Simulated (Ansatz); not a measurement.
```xyz
7

F     1.723   -1.699   -0.238
Sb    1.632    0.049    0.534
F     1.928    0.984   -1.107
Si   -0.964    0.151    0.239
H    -1.425    1.544    0.483
H    -1.601   -0.754    1.232
H    -1.292   -0.275   -1.143
```

The species carries charge 0 and has multiplicity 1. Sb: def2 effective core potential.

List the PBE0/def2-TZVPP orbital energies in eV (the Gaussian-basis code of Ansatz). (An estimate is asked.)

Computed: Occupied: -1802.97, -673.25, -673.25, -158.30, -145.35, -109.90, -109.85, -109.66, -100.01, -99.99, -99.98, -37.80, -37.50, -37.34, -37.31, -37.23, -32.13, -31.56, -16.78, -15.02, -12.72, -12.03, -11.95, -11.41, -11.14, -10.56, -10.28, -10.18, -7.41. Lowest empty: -1.83, -1.53, -0.21, 1.09, 1.12, 1.24, 3.00, 3.67.
